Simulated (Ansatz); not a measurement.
Q: Predict a relaxed structure of Si(vinyl)2F2 (C₄H₆F₂Si), charge 0, singlet, at r2SCAN-D4/def2-SVP (Ansatz).

A: 
```xyz
13

Si   -0.5383    0.2446   -0.2125
C    -0.4185   -0.6086    1.4210
C    -0.7753   -0.0002    2.5638
H    -0.0386   -1.6394    1.4687
H    -1.1597    1.0268    2.5668
H    -0.7037   -0.4981    3.5384
C     1.0267    0.3480   -1.1865
C     1.1237   -0.1646   -2.4240
H     1.9103    0.8311   -0.7452
H     0.2697   -0.6553   -2.9060
H     2.0515   -0.1139   -3.0067
F    -1.1230    1.7300    0.0839
F    -1.6248   -0.5004   -1.1618
```
Point group C2 (tolerance 0.1 Å). This is one stationary point.
